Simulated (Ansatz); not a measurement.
Calculated with Ansatz (gas phase, PBE0-D4/def2-TZVP geometries, no zero-point term in ΔE). CBS: MP2 limit from def2 TZ/QZ plus the TZ coupled-cluster correction, frozen cores. This one scheme is used for every species. DFT in def2-TZVPP. B3LYP here is the variant with VWN-RPA as its local correlation; programs differ in this. For Ge outer-core shells are correlated without core-valence functions, which leaves a few kJ/mol of doubt a bond. Scalar relativity is left out up to krypton. One conformer a species, not always the lowest.

`C[O][Ge]([OH])([O]C)[O]C` + H₂ → `C[O][GeH]([OH])[O]C` + CH₃OH  (hydrogenolysis of a Ge–O bond)

```json
{"level": "PBE-D4", "ΔE (kcal/mol)": "3.6", "difference from CCSD(T)/CBS": "-1.6"}
{"level": "r2SCAN-D4", "ΔE (kcal/mol)": "5.7", "difference from CCSD(T)/CBS": "0.5"}
{"level": "PBE0-D4", "ΔE (kcal/mol)": "3.2", "difference from CCSD(T)/CBS": "-2.0"}
{"level": "B3LYP-D4", "ΔE (kcal/mol)": "4.7", "difference from CCSD(T)/CBS": "-0.5"}
{"level": "ωB97X-V", "ΔE (kcal/mol)": "4.8", "difference from CCSD(T)/CBS": "-0.4"}
{"level": "ωB97M-V", "ΔE (kcal/mol)": "4.4", "difference from CCSD(T)/CBS": "-0.8"}
{"level": "B2PLYP", "ΔE (kcal/mol)": "4.0", "difference from CCSD(T)/CBS": "-1.2"}
{"level": "PBE", "ΔE (kcal/mol)": "1.5", "difference from CCSD(T)/CBS": "-3.7"}
{"level": "r2SCAN", "ΔE (kcal/mol)": "5.0", "difference from CCSD(T)/CBS": "-0.2"}
{"level": "PBE0", "ΔE (kcal/mol)": "1.3", "difference from CCSD(T)/CBS": "-3.9"}
{"level": "B3LYP", "ΔE (kcal/mol)": "1.5", "difference from CCSD(T)/CBS": "-3.7"}
{"level": "HF/def2-TZVPP", "ΔE (kcal/mol)": "1.7", "difference from CCSD(T)/CBS": "-3.5"}
{"level": "MP2/def2-TZVPP", "ΔE (kcal/mol)": "7.3", "difference from CCSD(T)/CBS": "2.1"}
{"level": "SCS-MP2/def2-TZVPP", "ΔE (kcal/mol)": "6.4", "difference from CCSD(T)/CBS": "1.2"}
{"level": "CCSD/def2-TZVPP", "ΔE (kcal/mol)": "5.0", "difference from CCSD(T)/CBS": "-0.2"}
{"level": "CCSD(T)/def2-TZVPP", "ΔE (kcal/mol)": "6.2", "difference from CCSD(T)/CBS": "1.0"}
{"level": "HF/def2-QZVPP", "ΔE (kcal/mol)": "1.7", "difference from CCSD(T)/CBS": "-3.5"}
{"level": "MP2/def2-QZVPP", "ΔE (kcal/mol)": "6.8", "difference from CCSD(T)/CBS": "1.6"}
{"level": "SCS-MP2/def2-QZVPP", "ΔE (kcal/mol)": "5.9", "difference from CCSD(T)/CBS": "0.7"}
{"level": "HF/CBS(def2)", "ΔE (kcal/mol)": "1.7", "difference from CCSD(T)/CBS": "-3.5"}
{"level": "MP2/CBS(def2)", "ΔE (kcal/mol)": "6.4", "difference from CCSD(T)/CBS": "1.2"}
{"level": "CCSD/CBS(def2)", "ΔE (kcal/mol)": "4.1", "difference from CCSD(T)/CBS": "-1.1"}
{"level": "CCSD(T)/CBS", "ΔE (kcal/mol)": "5.2", "difference from CCSD(T)/CBS": "0"}
```

Largest T1 diagnostic among the species: 0.012.

In def2-TZVPP, CCSD(T) changes the Hartree–Fock value by +4.5 kcal/mol (the triples alone add +1.2 kcal/mol) and MP2 by +5.6 kcal/mol. The D4 term adds +3.2 kcal/mol with B3LYP and +1.9 kcal/mol with PBE0; it sums over pairs of atoms, weighted by their polarisabilities, and B3LYP, whose exchange is more repulsive, gets the larger term.
